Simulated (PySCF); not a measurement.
Start geometry of `[CH3][Sn]([CH3])([CH3])[I]` from GFN2-xTB (Å):
```
atom  x, y, z in Å
C1    -0.7164    1.9508   -0.3300
Sn2    0.0284    0.0293    0.3500
C3     2.0410   -0.4161   -0.3845
C4    -1.3524   -1.6210    0.0678
I5     0.2882    0.2832    3.0121
H6    -0.8749    1.9648   -1.4114
H7    -1.6799    2.1813    0.1404
H8    -0.0207    2.7674   -0.0799
H9     2.7316    0.4016   -0.0968
H10    2.4186   -1.3322    0.0887
H11    2.0380   -0.5357   -1.4436
H12   -2.3256   -1.3825    0.5508
H13   -1.5780   -1.7808   -0.9959
H14   -1.0050   -2.5252    0.5244
```

Task: What comes out of this run: PySCF 2.14.0, PBE0-D3(BJ)/def2-SVP geometry optimisation, gas phase, def2 core potentials past Kr?

Result: 
```
atom  x, y, z in Å
C1     0.079    2.033   -0.399
Sn2    0.045    0.028    0.369
C3     1.696   -1.157   -0.324
C4    -1.851   -0.936    0.085
I5     0.369    0.267    3.065
H6    -0.039    2.018   -1.493
H7    -0.739    2.616    0.046
H8     1.036    2.508   -0.145
H9     2.642   -0.676   -0.041
H10    1.649   -2.155    0.132
H11    1.651   -1.256   -1.419
H12   -2.643   -0.335    0.552
H13   -2.061   -1.037   -0.990
H14   -1.836   -1.933    0.547
```

The energy falls by 2.2 kcal/mol over 7 energy and gradient evaluations, the largest force component goes from 0.0294 to 2.8e-04 Eh/bohr, and the atoms move by 0.060 Å rms after alignment. The bond that changes most is Sn2–C3 (ends: tin bonded to 3 C and I; methyl carbon), which shortens by 0.041 Å. Bonds longer at the end by more than 0.005 Å: 4 of 13; shorter: 5. Among the angles that change most is H12–C4–H13, from 105.8° to 109.1°. Rotational constants go from 2301, 715.3, 714.2 to 2386, 699.5, 699.3 MHz. The orientation of the end geometry is arbitrary; only internal coordinates are fixed.

The run used 139 basis functions and 48 SCF cycles in all. Hardware: one thread of an Arm Neoverse V1, no GPU (shared host). Cost: 87 s of wall time, 0.56 GiB resident at most.

No frequency check.
